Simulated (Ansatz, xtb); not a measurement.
## CH5BFGe: where a starting geometry ends

The starting geometry of this gas-phase doublet was built from a drawn formula by distance geometry and a force field; its bonds are those of `[BH2][GeH2][CH]F`.

```xyz
9

C     0.4015    2.8567   -0.6151
B    -0.7202   -0.0935   -1.3496
F     1.2276    2.2702    0.3241
Ge    0.1301    1.5660   -2.0399
H    -0.9553   -0.1851   -0.1829
H    -1.0287   -1.0419   -2.0434
H     1.4643    1.2049   -2.7239
H    -0.8489    2.1783   -3.1382
H    -0.5704    3.0547   -0.1361
```

Problem. Predict what becomes of its bonds when it is optimised with r2SCAN-D4/def2-SVP.

Solution. A new bond forms, giving a structure given below by its coordinates. Distances that change by over a tenth: C1–Ge4 (1.94 → 2.22 Å), B2–Ge4 (1.99 → 2.20 Å). Contacts that close: C1–B2 (3.24 → 1.51 Å).

The energy falls by 1.56 eV over 45 steps:

```
step  E − E(last) (eV)
   1             1.564
   6             1.164
  11             1.154
  16             1.151
  21             1.137
  25             1.110
  30             1.015
  35             0.709
  40             0.001
  45             0.000
```

Final geometry (Å):

```yaml
atoms:
  - { symbol: C, position_ang: [-0.2479, 1.7919, -0.4556] }
  - { symbol: B, position_ang: [-0.6697, 0.3856, -0.8063] }
  - { symbol: F, position_ang: [0.8737, 2.0597, 0.2433] }
  - { symbol: Ge, position_ang: [0.3239, 1.3016, -2.5411] }
  - { symbol: H, position_ang: [0.0186, -0.5478, -0.4698] }
  - { symbol: H, position_ang: [-1.7841, 0.2632, -1.2679] }
  - { symbol: H, position_ang: [1.8420, 1.5553, -2.5629] }
  - { symbol: H, position_ang: [-0.4128, 2.2907, -3.4645] }
  - { symbol: H, position_ang: [-0.8438, 2.7102, -0.5803] }
```

From the same start GFN2-xTB ends elsewhere, at `B[C@@H](F)[GeH2]`.

The end wasn't checked by frequencies. Open shells are spin-unrestricted. Run with Ansatz 0.2.0, 2.3 min on 2 threads of Intel(R) Xeon(R) 6975P-C (Granite Rapids), on a shared host.
